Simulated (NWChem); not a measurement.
# iminoborane (BNH$_{2}$); SMILES N=B

```xyz
4

B      0.0001     0.6867     0.0000
N      0.0002    -0.5459     0.0000
H     -0.0002     1.8583     0.0000
H      0.0032    -1.5374     0.0000
```
Atoms are numbered in this order, from 1.

Computed with NWChem. Pople sets run with spherical d functions. Geometry: optimised at PBE0-D3(BJ)/def2-TZVP. B3LYP is NWChem's, with the RPA form of VWN correlation. Vzz is the largest principal value of the second derivative of the potential at the nucleus (NWChem prints the opposite sign); η is the asymmetry. Non-relativistic.

```json
[
 {"level": "B3LYP/cc-pVTZ", "Vzz B1 (a.u.)": "-0.351", "η B1": "0.00", "Vzz N2 (a.u.)": "0.139", "η N2": "0.00"},
 {"level": "B3LYP/def2-SVP", "Vzz B1 (a.u.)": "-0.309", "η B1": "0.00", "Vzz N2 (a.u.)": "0.237", "η N2": "0.00"},
 {"level": "PBE/6-31G*", "Vzz B1 (a.u.)": "?", "η B1": "0.00", "Vzz N2 (a.u.)": "?", "η N2": "0.00"},
 {"level": "PBE/cc-pVTZ", "Vzz B1 (a.u.)": "-0.328", "η B1": "0.00", "Vzz N2 (a.u.)": "0.157", "η N2": "0.00"}
]
```

Question: Fill in the missing entries.

Answer: 
- PBE/6-31G*, Vzz B1 (a.u.): -0.268
- PBE/6-31G*, Vzz N2 (a.u.): 0.300
